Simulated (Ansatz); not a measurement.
`C[O][Mg][Br]` + HCl → `C[O][Mg][Cl]` + HBr at 500 K and 1 bar (ligand exchange at a Mg–Br bond).

Computed with Ansatz on PBE0-D4/def2-TZVP structures; ΔE is electronic, products minus reactants. CBS: MP2 limit from def2 TZ/QZ plus the TZ coupled-cluster correction, frozen cores. This one scheme is used for every species. For Br, Mg outer-core shells are correlated without core-valence functions, which leaves a few kJ/mol of doubt a bond. Scalar relativity is left out up to krypton. Each species was taken in one conformer, which may not be the lowest.

```json
{"species": "`C[O][Mg][Br]`", "CCSD(T)/CBS energy (Eh)": "-2888.35255", "H − E (kJ/mol)": "148.0", "S (J/(mol·K))": "379.6"}
{"species": "HCl", "CCSD(T)/CBS energy (Eh)": "-460.38127", "H − E (kJ/mol)": "32.5", "S (J/(mol·K))": "201.9"}
{"species": "`C[O][Mg][Cl]`", "CCSD(T)/CBS energy (Eh)": "-774.81100", "H − E (kJ/mol)": "148.3", "S (J/(mol·K))": "367.7"}
{"species": "HBr", "CCSD(T)/CBS energy (Eh)": "-2573.91920", "H − E (kJ/mol)": "30.5", "S (J/(mol·K))": "213.7"}
```

H − E and S are ideal-gas, rigid-rotor, harmonic terms from PBE0-D4/def2-TZVP, for one conformer and one mirror image of each species. 1 Eh = 2625.50 kJ/mol, R = 8.31446 J/(mol·K).

By hand: ΔE, ΔH, ΔS and ΔG.

ΔE = (-774.81100) + (-2573.91920) − (-2888.35255) − (-460.38127) = 0.00362 Eh = 9.5 kJ/mol. Δ(H − E) = 148.3 + 30.5 − 148.0 − 32.5 = -1.7, so ΔH = 7.8 kJ/mol. ΔS = 367.7 + 213.7 − 379.6 − 201.9 = -0.1 J/(mol·K). ΔG = 7.8 − 500 × (-0.1)/1000 = 7.8 kJ/mol.

By hand: the equilibrium constant, and the temperature at which ΔG would vanish if ΔH and ΔS stayed fixed.

log₁₀ K = −ΔG/(RT ln 10) = -0.8. ΔH and −TΔS have one sign here, so there is no such temperature.

The number of gas molecules stays the same, so ΔS is small and ΔH decides. A doubt of 5 kJ/mol in ΔE shifts log₁₀ K by 0.5 here. Other conformers and mirror images would add mixing entropy, several J/(mol·K) or more a flexible species. These are equilibria of isolated gas molecules and say nothing of rates. Largest T1 diagnostic: 0.010 (customary marks: 0.02 for closed shells, 0.045 for open ones).

ΔS is within the doubt of such terms, so its sign, and with it that verdict, could turn.
